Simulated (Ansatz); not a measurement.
## Active spaces for BeH2, singlet

Calculated in Ansatz's Gaussian-basis code. Basis cc-pVDZ, nonrelativistic, 1 orbital frozen in the corrections. State-specific CASSCF; RHF is the lowest restricted (open-shell) Hartree–Fock solution met. No symmetry is imposed, so a solution can break that of the shape. The lowest solution met needn't be the lowest there is, nor hold the orbitals that a chemist would pick.

Geometry:

```xyz
3

H     0.0000    0.0000   -1.2320
Be    0.0000    0.0000    0.0000
H     0.0000    0.0000    1.2320
```

Q: What do CASSCF and its corrections give against RHF in CAS(4,6), and what are the occupations?

A: CASSCF -1.027 eV, SC-NEVPT2 -1.521 eV; occupations 1.98, 1.97, 0.02, 0.01, 0.01, 0.01.
